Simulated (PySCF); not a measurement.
## Assigning NMR signals

Geometry:
```csv
atom,x (Å),y (Å),z (Å)
C1,-0.509,-2.305,-0.619
C2,-0.399,-1.017,-0.269
C3,-1.554,-0.220,-0.105
C4,-2.624,0.339,-0.001
C5,-3.792,1.020,0.131
N6,-4.792,1.579,0.237
N7,0.841,-0.417,-0.054
C8,1.044,0.890,0.305
C9,2.509,1.228,0.460
O10,0.141,1.671,0.476
H11,0.358,-2.929,-0.749
H12,-1.471,-2.752,-0.781
H13,1.642,-1.019,-0.181
H14,2.604,2.273,0.741
H15,2.959,0.608,1.232
H16,3.036,1.060,-0.478
```

All values are calculated (PySCF 2.14.0 with density-fitted response routines): coordinates at the GFN2-xTB level, shieldings: GIAO PBE0/pcSseg-1. Rapidly exchanging positions averaged, gas phase, one computed conformer, relativity neglected.

Shifts are taken against calculated references (same method and geometry level): 13C and 1H vs TMS.

Question: Assign these signals to the numbered atoms. 13C{1H} NMR (computed): δ 166.9, 130.5, 113.9, 111.8, 83.3, 76.8, 24.2.

Answer: 
166.9 → C8, amide carbonyl carbon: lone-pair donation from the attached heteroatom keeps it upfield of a ketone carbonyl
130.5 → C2, alkene carbon bearing nitrogen: as expected for a trigonal carbon in a double bond
113.9 → C1, β carbon of an enol-ether or enamine type C=C: the O or N lone pair pushes π density onto this β carbon and shields it
111.8 → C5, nitrile carbon: this is the usual window of a C≡N carbon, which has no attached hydrogen
83.3 → C4, alkyne carbon: the triple bond shields along its axis, which puts it between sp3 and sp2 carbons
76.8 → C3, alkyne carbon
24.2 → C9, methyl carbon α to a carbonyl: the adjacent C=O deshields it moderately

Question: Assign these signals to the numbered atoms. 1H NMR (400 MHz, computed): δ 6.07 (br, 1H), 5.34 (m, 1H), 5.21 (m, 1H), 1.96 (s, 3H).

Answer: 
| δ (ppm) | atoms | environment | reason |
| --- | --- | --- | --- |
| 6.07 | H13 | hydrogen on an amide-type nitrogen | exchangeable; this is the value without hydrogen bonding to other molecules |
| 5.34 | H12 | hydrogen on a β carbon of an enol-ether or enamine type C=C | olefinic region |
| 5.21 | H11 | hydrogen on a β carbon of an enol-ether or enamine type C=C | – |
| 1.96 | H14/H15/H16 | hydrogen on a methyl carbon α to a carbonyl | α to C=O |

OH and NH positions are those of a molecule without intermolecular hydrogen bonds; in solution they move with solvent, concentration and temperature, and exchange usually removes their couplings. Shifts are as computed. Against solution values, carbons near 30 ppm lie about +3 ppm off and those near 130 ppm about +5 ppm (rms about the fit 2.1 ppm; single classes can miss by 10 ppm). Of 1328 compounds with measured shifts, 309 miss one by over three times the rms of a fit or turn the order of signals round; such compounds aren't used in these exercises. Signals without a measured value on file couldn't be tested in this way; 1H shifts scatter by 0.2 ppm about their fit, and single ones miss by 0.5 ppm. Hydrogen bonding in solution deshields acid and N–H amide carbonyl carbons by as much as 10 ppm beyond these values. No couplings were computed; multiplicities are counted from neighbouring protons, with m where these are inequivalent, close in shift, in a saturated or five-membered ring or joined by F or P, and br s for small geminal =CH2 splittings.
